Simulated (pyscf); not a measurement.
Structures and frequencies: ωB97X-D3(BJ)/def2-SVP in PySCF. Correlated levels are frozen-core, on RHF or UHF. ΔMP2 is the change of the MP2 total energy from the triple- to the quadruple-zeta basis.

SMILES: O[SiH2][GaH][Cl]
```xyz
8

O     -2.2664    -0.0965    -1.8409
Si    -0.6527     0.0634    -1.4133
Ga    -0.4185     2.2662    -0.5439
Cl     1.6101     2.7590     0.0336
H     -2.5439    -0.9395    -2.2145
H      0.2535    -0.1343    -2.5877
H     -0.2500    -0.9473    -0.3852
H     -1.4304     3.4296    -0.3030
```

Task: How much does it cost (ΔH, 298 K, CCSD(T)/def2-TZVPP + ΔMP2(QZVPP)) to split `[OH][SiH2][GaH][Cl]` at its Ga–Si bond into HO–SiH₂• + [Cl–GaH]•?

Result: Ga–Si to HO–SiH₂• + [Cl–GaH]•: 288.6 kJ/mol. The radicals are drawn with the spin at the cut bond; how far it spreads was not checked. Other isomers of HO–SiH₂• were not searched in full and may lie lower. The CCSD(T) − MP2 part came from Ansatz, without density fitting, on the same reference. The frozen core leaves the outer d or s,p core shells of the metals and heavy elements correlated in the MP2 and CC values, and def2-TZVPP describes them poorly, which can shift differences by a few kcal/mol. Elements up to Kr have no core potential and no relativistic terms here.
